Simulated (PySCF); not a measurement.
Job for PySCF: R-HF/3-21G on BrGeHS (SMILES [SH][Ge][Br]), a point of a torsion scan.

```python
from pyscf import gto, scf, dft, mp
from pyscf.data.elements import chemcore

mol = gto.M(
    atom='''
    S    -1.34331192    0.40369697    0.52516738
    Ge    0.66373922    1.02000372   -0.39651781
    Br    2.20411538   -0.10665084    1.00292489
    H    -1.42547602   -0.66734482   -0.26065024
    ''',
    basis='3-21g',
    charge=0, spin=0, verbose=3, max_memory=1800)
mf = scf.RHF(mol)
mf.conv_tol = 1e-8
mf.max_cycle = 100
mf.kernel()
if not mf.converged:
    mf = mf.newton().run(mf.mo_coeff, mf.mo_occ)
```

The log:

```
converged SCF energy = -5021.57002718165
```

The run converged.

Cost: around 0.5 core-seconds (rough).
